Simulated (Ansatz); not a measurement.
`C=[CH][Ga]([F])[Br]` + `CNC` → `C[N](C)[Ga]([F])[Br]` + `C=C` at 600 K and 1 bar (ligand exchange at a Ga–C bond).

Gas-phase electronic energies from Ansatz, PBE0-D4/def2-TZVP geometries. CCSD(T)/CBS is the MP2 limit (def2-TZVPP, def2-QZVPP) plus CCSD(T) − MP2 in def2-TZVPP, frozen cores. This one scheme is used for every species. For Br, Ga outer-core shells are correlated without core-valence functions, which leaves a few kJ/mol of doubt a bond. Scalar relativity is left out up to krypton. One conformer a species, not always the lowest.

| species | CCSD(T)/CBS energy (Eh) | H − E (kJ/mol) | S (J/(mol·K)) |
| --- | --- | --- | --- |
| `C=[CH][Ga]([F])[Br]` | -4675.04437 | 174.6 | 448.8 |
| `CNC` | -135.00321 | 284.6 | 333.5 |
| `C[N](C)[Ga]([F])[Br]` | -4731.58119 | 296.0 | 509.3 |
| `C=C` | -78.48111 | 161.6 | 257.2 |

H − E and S are ideal-gas, rigid-rotor, harmonic terms from PBE0-D4/def2-TZVP, for one conformer and one mirror image of each species. 1 Eh = 2625.50 kJ/mol, R = 8.31446 J/(mol·K).

Q: By hand: ΔE, ΔH, ΔS and ΔG.

A: ΔE = (-4731.58119) + (-78.48111) − (-4675.04437) − (-135.00321) = -0.01472 Eh = -38.6 kJ/mol. Δ(H − E) = 296.0 + 161.6 − 174.6 − 284.6 = -1.6, so ΔH = -40.2 kJ/mol. ΔS = 509.3 + 257.2 − 448.8 − 333.5 = -15.8 J/(mol·K). ΔG = -40.2 − 600 × (-15.8)/1000 = -30.7 kJ/mol.

Q: By hand: the equilibrium constant, and the temperature at which ΔG would vanish if ΔH and ΔS stayed fixed.

A: log₁₀ K = −ΔG/(RT ln 10) = 2.7. ΔG = 0 at ΔH/ΔS = 2544 K, far beyond where these terms or the molecules hold.

ΔH outweighs TΔS. A doubt of 5 kJ/mol in ΔE shifts log₁₀ K by 0.4 here. Other conformers and mirror images would add mixing entropy, several J/(mol·K) or more a flexible species. These are equilibria of isolated gas molecules and say nothing of rates. Largest T1 diagnostic: 0.012 (customary marks: 0.02 for closed shells, 0.045 for open ones).
